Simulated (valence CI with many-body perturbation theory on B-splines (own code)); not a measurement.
# Zr XIX: what the settings do

Computed by relativistic CI+MBPT: four valence electrons over a frozen Dirac-Fock core [Ar], radial functions for each j: 6 s, 6 p, 5 d, 5 f, 1 g, with the one-electron correlation potential Σ1, the two-electron term Σ2, the three-electron term Σ3, Breit, model QED; selected CI, second order for the rest, scaled by the run's own slope (own B-spline code, finite nucleus).

No measured levels were compared; by estimate terms of the open shell hold to 2 to 4 % of their energy, and close levels can change places. Only levels of the ground parity were solved; by the run's estimate the other parity begins above the list, which can be wrong where configurations are misplaced.

The reference run has the lowest level 3d4 5D_0 and an ionisation energy of 744.899 eV. Its largest variational space holds 7965 state functions.

Names give the largest LS component (configuration and term), which can be under half, so a name can repeat, a term be missing and a line seem to break the LS rules; names also repeat where a configuration has a term twice.

Changed runs:
A. averaging of valence orbitals over low configurations on → off
B. scale of Σ1 1 → 0; Davidson tolerance 2e-05 → 0.0003
C. orbitals per symmetry with explicit Σ2 and valence Breit (the others get mean screening factors) 5 → 1; scale of Σ1 1 → 0.9
D. box radius (bohr) 6.032 → 0.95 (bad on purpose)

Excitation energies of the reference run in cm⁻¹, and shifts in cm⁻¹:

```tsv
Level	Reference	A	B	C	D
3d4 5D_1	6386	+15	-160	-10	+162
3d4 5D_2	13935	+21	-299	-14	+383
3d4 5D_3	21356	+22	-401	-10	+616
3d4 5D_4	28226	+15	-466	+10	+846
3d4 3P_0	61904	-114	-277	+213	+2590
3d4 3H_4	69707	-56	-315	+422	+2692
3d4 3P_1	81454	-121	-527	+213	
3d4 3H_5	81687	-41	-521	+446	
3d4 3G_3	82656	-79	-435	+285	
3d4 3F_2	85718	-105	-472	+284	
3d4 3H_6	87730	-41	-593	+508	
3d4 3F_4	93738	-66	-685	+340	
Ionisation energy (eV)	744.899	+0.014	-2.449	+0.114	-13.432
```

A blank means that the level has no clear partner in that run.
